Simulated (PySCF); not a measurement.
Species: BF2H6NSi2.
Structure used (PBE0-D3(BJ)/def2-SVP), in Å, numbered top down from 1:
```xyz
12
BF2H6NSi2 angstrom
F     -2.0411    1.0725    0.1497
B     -1.7539    0.3255   -0.9018
F     -2.4782    0.5336   -1.9836
Si    -0.3027   -1.0939   -0.8130
N      0.7755   -0.7060    0.4987
Si     1.2014    0.8795    1.0827
H      0.3695   -1.2085   -2.1479
H     -0.9552   -2.4166   -0.5472
H      1.2282   -1.4932    0.9543
H      2.6786    0.9772    1.2918
H      0.7827    1.8593    0.0357
H      0.5329    1.2423    2.3705
```

Method used: PySCF 2.14.0, density-fitted response routines, TDDFT PBE0/def2-SVPD, vertical, gas phase, core orbitals frozen in the response.

Ground-to-excited transition dipoles (e·a0, same axes as the geometry; the sign carries no meaning), for the states with f of 0.002 or more among the lowest 8:

```tsv
state	E (eV)	μx	μy	μz
S1	5.131	-0.163	0.076	0.157
S3	6.538	0.261	0.456	-0.009
S4	6.960	0.336	-0.010	-0.358
S5	7.278	-0.061	-0.188	-0.103
S6	7.315	-0.014	-0.016	0.111
S7	7.415	-0.174	0.119	-0.228
S8	7.512	0.145	-0.244	-0.110
```

**Question.** What oscillator strength does each state have?

**Answer.** f = (2/3) ΔE |μ|² with ΔE in hartree (27.2114 eV).

```
state  |μ|² (au)  |μ| (D)      f
   S1      0.057     0.61  0.007
   S3      0.276     1.33  0.044
   S4      0.241     1.25  0.041
   S5      0.050     0.57  0.009
   S6      0.013     0.29  0.002
   S7      0.096     0.79  0.018
   S8      0.093     0.77  0.017
```

**Question.** Which bond between heavy atoms lies closest to the direction of the S3 transition dipole?

**Answer.** N5–Si6, at 25° from it; next Si4–N5 at 61°.

**Question.** What angle do the transition dipoles of S3 and S8 make?

**Answer.** |cos θ| = |μa·μb| / (|μa| |μb|) = 0.45, so θ ≈ 63° (taken between 0 and 90°, since the signs are arbitrary).

**Question.** How is the summed strength of these states shared among x, y and z?

**Answer.** (2/3) Σ ΔE μα² gives 0.044 for x, 0.054 for y and 0.041 for z, 0.138 in all.

**Question.** What peak molar absorption coefficient would the strongest computed level give as a lone Gaussian band 0.3 eV wide at half height?

**Answer.** ε(max) = 2.175×10⁸ f / FWHM, with the width in cm⁻¹. S3: 2.175×10⁸ × 0.0442 / 2420 ≈ 4000 L mol⁻¹ cm⁻¹.

All these states lie below the vertical ionisation energy of 9.49 eV (ΔSCF).

Hardware: an Arm Neoverse V2 with one thread, on a shared host. Cost: 78 s of wall time, 0.80 GiB resident at most.

One conformer stands for the species.
